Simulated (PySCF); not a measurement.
Predicted microwave data (PBE0-D3(BJ)/def2-SVP geometry optimisation, gas phase (PySCF)) for one isomer of [C7H9O2]-:

* Rotational constants: A = 2922, B = 1318, C = 945.5 MHz
* Dipole components (about the centre of mass): |μa| = 2.52 D, |μb| = 4.56 D, |μc| = 0.46 D
* Inertial defect: -21.76 u·Å²
* κ: -0.62

**Question.** Which candidate fits, each taken in the one conformer that was computed?
A. `[O:1]=[C:2]([O-:3])/[CH:4]=[CH:5]/[CH:6]1[CH2:7][CH2:8][CH2:9]1` (charge -1) with O1–C2–C4–C5 -1°, C4–C5–C6–C7 -129°, C5–C6–C7–C8 -142°, C6–C7–C8–C9 20°, C7–C8–C9–C6 -20°, C5–C6–C9–C8 143°
B. `[CH3:1][C@H:2]1[CH2:3][CH2:4][C:5]([O-:6])=[CH:7][C:8]1=[O:9]` (charge -1) with C1–C2–C3–C4 179°, C2–C3–C4–C5 -54°, C3–C4–C5–O6 -155°, C5–C7–C8–O9 177°

**Answer.** B. It is C[C@H]1CCC([O-])=CC1=O, an asymmetric top, point group C1. The candidates at the same level (rigid rotor, commonest isotopes):

```csv
SMILES,A (MHz),B (MHz),C (MHz),μa (D),μb (D),μc (D),Δ (u·Å²),point group,rotor
C[C@H]1CCC([O-])=CC1=O,2922,1318,945.5,2.52,4.56,0.46,-21.76,C1,asymmetric top
O=C([O-])/C=C/C1CCC1,5406,634.4,622.4,11.88,1.18,0.09,-78.06,near Cs,–
```

`O=C([O-])/C=C/C1CCC1` has A 85 % too high. No structure here is proved a minimum.
